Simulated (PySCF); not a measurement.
Ionising KTe

UHF-CCSD(T); PySCF, spin-free X2C with a Gaussian nucleus, basis sets K x2c-SVPall, Te x2c-SVPall. Neutral (UHF): doublet (π ↑), Re = 3.218 Å, ωe = 166 cm⁻¹, De = 1.83 eV.

KTe⁺ (UHF): triplet (π ↑↑), Re = 3.719 Å, ωe = 88.0 cm⁻¹, De = 0.50 eV to K⁺ + Te. The energies at the minima are -7391.68822 hartree for KTe and -7391.48761 for KTe⁺.

(1) Work out the adiabatic ionisation energy, without and with harmonic zero-point energies (1 hartree = 27.2114 eV, 1 eV = 8065.5 cm⁻¹), and the change of the bond length.

Correlated steps freeze 23 core orbitals. Weak bonds: KTe⁺. Basis-set superposition, not corrected here, can be much of De in a small basis, most of all at correlated wavefunction levels. These are scalar-relativistic numbers at best; spin–orbit coupling would shift them, the dissociation energy most. For an ion De counts to the pair picked by the measured ionisation energies or electron affinities, which need not be the lowest pair at this level. States were picked by a PBE0 search and need not be the measured ground states.

Results:

(1) At UHF-CCSD(T): 0.20061 hartree = 5.459 eV between the minima; the zero-point term (88.0 − 166.0)/2 cm⁻¹ = -0.005 eV makes it 5.454 eV. Re changes by +50.1 pm against the neutral. The electron leaves a π orbital, and the ion is left as a loose complex of an ion and an atom.
